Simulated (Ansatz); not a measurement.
Gas-phase electronic energies from Ansatz, PBE0-D4/def2-TZVP geometries. CCSD(T)/CBS adds triple-zeta CCSD(T) − MP2 to the extrapolated MP2 energy (def2 sets, frozen cores). This one scheme is used for every species. DFT in def2-TZVPP. For Ga outer-core shells are correlated without core-valence functions, which leaves a few kJ/mol of doubt a bond. Scalar relativity is left out up to krypton.

Reaction (formal exchange of groups at a Ga–C bond): `F[CH](F)[GaH2]` + BH₃ → `[BH2][GaH2]` + `FCF`

| level | ΔE (kcal/mol) | difference from CCSD(T)/CBS |
| --- | --- | --- |
| PBE-D4 | -8.9 | -0.7 |
| r2SCAN-D4 | -8.7 | -0.5 |
| r2SCANh-D4 | -8.9 | -0.7 |
| B2PLYP | -7.5 | 0.7 |
| r2SCAN | -8.8 | -0.6 |
| RPA@PBE/def2-TZVPP | -7.1 | 1.1 |
| SCS-MP2/def2-TZVPP | -7.1 | 1.1 |
| CCSD/def2-TZVPP | -8.6 | -0.4 |
| MP2/def2-QZVPP | -7.4 | 0.8 |
| HF/CBS(def2) | -8.2 | 0.0 |
| CCSD(T)/CBS | -8.2 | 0 |

Largest T1 diagnostic among the species: 0.014.

Leaving LDA and LC-ωPBE aside and taking each functional with its dispersion term where it has one, the values, not all of them listed here, spread over 3.5 kcal/mol, from B97M-V to BLYP-D4. LDA lies −1.1 kcal/mol from PBE without D4. From BLYP to BHLYP (50 % exact exchange), in def2-TZVPP and without D4, ΔE moves by −1.0 kcal/mol.
